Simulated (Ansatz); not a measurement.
Geometry optimisation, RKS B3LYP-D4/def2-SVP (Ansatz).

The input (input.yaml):

```yaml
crystal:
  periodic: [false, false, false]
  atoms:
    - { symbol: Ge, position_ang: [0.179027, 0.052955, -0.076956] }
    - { symbol: H, position_ang: [0.082631, -0.068688, 1.46059] }
    - { symbol: F, position_ang: [1.865506, 0.055707, -0.485335] }
    - { symbol: H, position_ang: [-0.485134, 1.244802, -0.763848] }
    - { symbol: F, position_ang: [-0.437032, -1.418936, -0.749802] }
    - { symbol: Br, position_ang: [-3.008659, 0.203024, 1.595466] }
    - { symbol: H, position_ang: [-1.656438, -0.174963, 2.128484] }
basis:
  gaussian: { orbitals: def2-SVP }
hamiltonian:
  xc: b3lyp
  dispersion: d4
relax:
  f_tol: 0.03
  max_steps: 50
output:
  orbitals: {}
```

Run as:

```bash
$ ansatz run input.yaml --threads 2 --pin off --max-ram 3072MiB --backend cpu --events-out ev --progress --plain --runs-dir out
```

Task: Where does it end, and by what steps?

Result: The run converged. The force dipped under the threshold on the way, but the program's further checks kept it going. After 21 steps the energy has fallen by 0.299 eV; H7 moved furthest, 1.18 Å.

| step | energy less start (eV) | largest force component (eV/Å) | accepted |
| --- | --- | --- | --- |
| 0 | 0.0000 | 1.469 | yes |
| 1 | -0.1012 | 0.274 | yes |
| 2 | -0.1106 | 0.071 | yes |
| 3 | -0.1310 | 0.250 | yes |
| 4 | -0.1483 | 0.131 | yes |
| 5 | -0.1601 | 0.058 | yes |
| 6 | -0.1659 | 0.046 | yes |
| 7 | -0.1700 | 0.021 | yes |
| 8 | -0.1507 | 0.856 | no |
| 9 | -0.1723 | 0.033 | yes |
| 10 | -0.1749 | 0.171 | yes |
| 11 | -0.1771 | 0.375 | yes |
| 12 | -0.1859 | 0.351 | yes |
| 13 | -0.1985 | 0.511 | yes |
| 14 | -0.2275 | 0.121 | yes |
| 15 | -0.2478 | 0.059 | yes |
| 16 | -0.2548 | 0.777 | yes |
| 17 | -0.2811 | 0.335 | yes |
| 18 | -0.2793 | 0.620 | no |
| 19 | -0.2956 | 0.066 | yes |
| 20 | -0.2980 | 0.047 | yes |
| 21 | -0.2988 | 0.008 | yes |

```xyz
7
Properties=species:S:1:pos:R:3
Ge 0.320 0.184 0.005
H 0.865 0.527 1.391
F 1.647 -0.348 -0.978
H -0.481 1.208 -0.798
F -0.673 -1.254 0.168
Br -2.875 0.330 2.018
H -2.263 -0.754 1.303
```

Whether the end is a true minimum wasn't checked by a vibrational analysis.

Run time: 64 s on 2 threads of Arm Neoverse V2, on a shared host, peak memory 0.26 GiB.
